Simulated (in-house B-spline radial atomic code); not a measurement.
Successive ionisation energies of tantalum; each step leads to the configuration of the next row (after the last: [Ar] 3d8). NIST's values go from ground level to ground level; the uncertainty of those that are theory runs from under 0.1 % in few-electron ions to several per cent in heavy many-electron ones. Computed with a radial B-spline atomic code at the basis-set limit: non-relativistic Hartree-Fock, average of the configuration, point nuclei.

This level leaves out relativity, spin-orbit splitting included, which matters for heavy ions.

| ion | configuration | ionisation energy (eV) | tabulated value (eV) | tabulated kind | computed minus tabulated (eV) | highest orbital | largest mean radius (bohr) |
| --- | --- | --- | --- | --- | --- | --- | --- |
| Ta40+ | [Ar] 3d10 4s2 4p3 | 1889.7 | 1910 | tabulated theory | -20 | 4p | 0.43365 |
| Ta41+ | [Ar] 3d10 4s2 4p2 | ? | ? | tabulated theory | ? | ? | ? |
| Ta42+ | [Ar] 3d10 4s2 4p1 | 1997.6 | 2113 | tabulated theory | -115 | 4p | 0.42975 |
| Ta43+ | [Ar] 3d10 4s2 | 2125.1 | 2254 | tabulated theory | -129 | 4s | 0.42783 |
| Ta44+ | [Ar] 3d10 4s1 | 2181.9 | 2314.7 | semi-empirical | -133 | 4s | 0.42552 |
| Ta45+ | [Ar] 3d10 | ? | ? | measured | ? | ? | ? |
| Ta46+ | [Ar] 3d9 | 4042.0 | 4014 | tabulated theory | 28 | 3d | 0.2163 |

Problem. Fill in the row of Ta41+.

Solution. ionisation energy (eV): 1943.4; tabulated value (eV): 2053; computed minus tabulated (eV): -110; highest orbital: 4p; largest mean radius (bohr): 0.43169.

Problem. Fill in the row of Ta45+.

Solution. ionisation energy (eV): 3916.8; tabulated value (eV): 3898.7; computed minus tabulated (eV): 18; highest orbital: 3d; largest mean radius (bohr): 0.21741.

Problem. Where is the largest jump?

Solution. From Ta44+ to Ta45+, by a factor of 1.80 (2181.9 to 3916.8 eV); the highest orbital goes from 4s to 3d.
